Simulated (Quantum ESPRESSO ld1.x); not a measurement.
Values are calculated unless marked as measured or tabulated.
Species: Se+. Configuration: [Ar] 3d10 4s2 4p3. Code: ld1.x of Quantum ESPRESSO 7.5. Model: Dirac Kohn-Sham, LDA (Slater exchange, Perdew-Zunger correlation), spin-unpolarised, spherical densities, point nucleus; open shells fill j = l - 1/2 first.

Unscreened Slater integrals over Kohn-Sham orbitals (cm^-1). Large and small components are both included.

integral          value
F0(4p3/2,4p3/2)   93120
F2(4p3/2,4p3/2)   48422
F0(4p3/2,4p1/2)   93957
G2(4p3/2,4p1/2)   48813
F0(4p3/2,4s1/2)  101740
G1(4p3/2,4s1/2)   66407
F0(4p3/2,3d5/2)  121940
F2(4p3/2,3d5/2)   24275
G1(4p3/2,3d5/2)  8351.2
G3(4p3/2,3d5/2)  7533.8
F0(4p1/2,4p1/2)   94821
F0(4p1/2,4s1/2)  102880
G1(4p1/2,4s1/2)   67880
F0(4p1/2,3d5/2)  124000
G3(4p1/2,3d5/2)  7891.7
F0(4s1/2,4s1/2)  113630
F0(4s1/2,3d5/2)  145210
G2(4s1/2,3d5/2)   12997
F0(3d5/2,3d5/2)  319610
F2(3d5/2,3d5/2)  151440
F4(3d5/2,3d5/2)   94936
